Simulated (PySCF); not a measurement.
C₄H₇BF₂. Atoms are numbered in the order given.

```xyz
14

C      2.6094    -0.8433     0.6552
B      1.3231    -0.1082     0.1295
F      1.5119     1.0163    -0.5747
C     -0.1184    -0.6168     0.3841
C     -1.2630    -0.0428    -0.0313
C     -2.6627    -0.5038     0.1958
F     -1.2375     1.0906    -0.7460
H      3.2040    -0.1566     1.2843
H      2.4038    -1.7559     1.2336
H      3.2620    -1.1093    -0.1959
H     -0.2558    -1.5372     0.9595
H     -2.6900    -1.4321     0.7798
H     -3.2341     0.2768     0.7255
H     -3.1661    -0.6672    -0.7718
```

Coordinates come from a B3LYP-D3(BJ)/def2-SVP optimisation. The structure was generated by enumeration; whether it is a known compound was not checked. One conformer was computed; it need not be the lowest.

Level of theory: PBE/def2-TZVP run with PySCF.

ESP charges are fitted to the potential on shells at 1.4 to 2.0 van der Waals radii. Atomic charges (e):

| atom | ESP fit | IAO | Löwdin |
|---|---|---|---|
| C1 | -0.78 | -0.61 | -0.27 |
| B2 | 0.79 | 0.48 | -0.70 |
| F3 | -0.31 | -0.30 | 0.34 |
| C4 | -0.78 | -0.39 | -0.11 |
| C5 | 0.59 | 0.36 | -0.29 |
| C6 | -0.68 | -0.46 | -0.27 |
| F7 | -0.18 | -0.24 | 0.24 |
| H8 | 0.18 | 0.17 | 0.16 |
| H9 | 0.18 | 0.15 | 0.14 |
| H10 | 0.18 | 0.17 | 0.16 |
| H11 | 0.22 | 0.16 | 0.17 |
| H12 | 0.20 | 0.16 | 0.14 |
| H13 | 0.20 | 0.17 | 0.14 |
| H14 | 0.20 | 0.17 | 0.14 |

Computed Mayer and Wiberg (Löwdin basis) orders of the bonds:
```csv
bond,Mayer,Wiberg
C1–B2,1.05,1.32
B2–F3,1.24,2.04
B2–C4,1.06,1.24
C4–C5,1.74,1.84
C5–C6,1.03,1.29
C5–F7,1.11,1.73
C1–H8,0.94,0.85
C1–H9,0.95,0.87
C1–H10,0.94,0.85
C4–H11,0.92,0.78
C6–H12,0.97,0.89
C6–H13,0.94,0.88
C6–H14,0.94,0.88
```
